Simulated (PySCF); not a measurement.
C₃HBrClF, SMILES FC=C=C(Cl)Br. Atoms are numbered in the order given.

```xyz
7

F     -3.3810    -0.6715     0.4361
C     -2.5601     0.1097    -0.2723
C     -1.2611    -0.0587    -0.3146
C      0.0364    -0.1730    -0.3825
Cl     0.8499    -1.1389    -1.5782
Br     1.1938     0.7210     0.8438
H     -3.0926     0.9018    -0.8115
```
Charge 0, spin multiplicity 1.

Coordinates come from a B3LYP-D3(BJ)/def2-SVP optimisation. The structure was generated by enumeration, and PubChem lists no compound with its InChIKey, so it may never have been made.

Two levels are set side by side: PBE/pcSseg-1 (PySCF) and HF/pcSseg-1 (PySCF). GIAO shifts against CFCl3 (¹⁹F), HCl (³⁵Cl), TMS (¹H), TMS (¹³C) at the same level; non-relativistic, no solvent, atoms listed together averaged. Without spin–orbit terms, shifts of atoms bonded to Cl or Br come out too high at both levels. Differences are taken from unrounded values.

```json
[
 {"quantity": "δ(¹⁹F) of F1 (ppm)", "HF": "-130.2", "PBE": "-135.5", "PBE minus HF": "-5.3"},
 {"quantity": "δ(¹³C) of C2 (ppm)", "HF": "136.8", "PBE": "139.1", "PBE minus HF": "2.3"},
 {"quantity": "δ(¹³C) of C3 (ppm)", "HF": "210.9", "PBE": "203.5", "PBE minus HF": "-7.3"},
 {"quantity": "δ(¹³C) of C4 (ppm)", "HF": "117.3", "PBE": "127.4", "PBE minus HF": "10.2"},
 {"quantity": "δ(³⁵Cl) of Cl5 (ppm)", "HF": "300.5", "PBE": "446.5", "PBE minus HF": "146.1"},
 {"quantity": "δ(¹H) of H7 (ppm)", "HF": "7.78", "PBE": "7.65", "PBE minus HF": "-0.14"}
]
```

Rough cost on one machine, each run with all the roots and properties that it gave: HF against PBE within a factor of 2.
